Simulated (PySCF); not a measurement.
## HOsN: breathing scan

These are results of PBE0/[Os def2-TZVP with ECP60, N def2-TZVP, H def2-TZVP], scalar-relativistic core potentials, density fitting, no spin–orbit coupling, PySCF, not measurements.

Rigid scan from the singlet minimum (Os–H 1.588 Å, Os–N 1.594 Å; H–Os–N 93.8°). Coordinate: all bonds to the central atom scaled together. Energies in kJ/mol from the minimum.

```tsv
scale of all bonds to the centre	E (kJ/mol)	dipole size (D)
0.88	243.3	1.86
0.92	96.5	2.11
0.96	21.6	2.34
1.00	0.0	2.56
1.04	17.4	2.75
1.08	62.5	2.92
1.14	164.3	3.13
1.22	333.3	3.33
1.35	621.3	3.57
```

At long bonds a restricted determinant can lie too high, and another spin state can fall below this curve.

No spin–orbit coupling is included, which matters more the heavier the element.

Other isomers or separated fragments may lie lower.
